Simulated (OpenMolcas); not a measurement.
Ta4+ with 6 ligands (fluoride) in octahedral coordination (Oh). A charge of +0.333 e stands 2.8 Å behind each ligand. Ligand basis ANO-RCC-VDZP.

| Quantity | Value |
| --- | --- |
| Program | OpenMolcas |
| Method | SS-CASPT2, IPEA 0.25 Eh, imaginary shift 0.1 Eh (the lowest 17 gerade and 15 ungerade orbitals frozen, chosen by energy and not by shell, so the metal 5p can be frozen and 4f correlated) |
| Basis | ANO-RCC-VDZP [7s6p4d2f1g] |
| Scalar Hamiltonian | DKH2, point nucleus |
| Active space | 1 electron in 5 orbitals (5d) |
| State averaging | 2S+1 = 2 even, 5 roots |
| Spin-orbit coupling | RASSI with atomic mean-field integrals over the reference wave functions |

All ligands move together. At R = 1.99 Å |10Dq| is 34218 cm-1, and at R = 2.06 Å it is 29628 cm-1.

Q: A third run gives 41926 cm-1. What distance was it run at?

A: With a power law R^-n the two known points give n = -ln(29628 / 34218) / ln(2.06 / 1.99) = 4.17. Then R = 1.99 × (34218 / 41926)^(1/4.17) = 1.895 Å. The run was at 1.89 Å, so the estimate is off by +0.005 Å.

Roots that are degenerate in the reference are averaged as groups; the widest CASPT2 spread within a group is 65 cm-1 (the 3-fold group of multiplicity 2 near 0 cm-1 above the lowest state of its run, R = 1.99). Shifts and gaps below about the spread of the groups concerned are not significant. Over all roots computed the reference weight is 0.72 in R = 1.89, 0.71 to 0.72 in R = 1.99, 0.71 in R = 2.06; a low but even weight reflects the number of correlated electrons. An orbital triplet at a regular site is open to Jahn-Teller coupling, which can distort the site and quench the lowest spin-orbit gaps and is left out. Ligand-to-metal charge-transfer states are missing. With one d shell and no ligand orbital active, 10Dq can be off by a tenth or more. The least metal-like active orbital is 72 % on the metal (Löwdin) and no ligand orbital is active, so the numbers are rough (holds for R = 1.89). The least metal-like active orbital is 77 % on the metal (Löwdin) and no ligand orbital is active, so the numbers are rough (holds for R = 1.99). The least metal-like active orbital is 79 % on the metal (Löwdin) and no ligand orbital is active, so the numbers are rough (holds for R = 2.06). No measured value stands beside these numbers; the geometry was imposed, not optimised, and the real ion may take another.
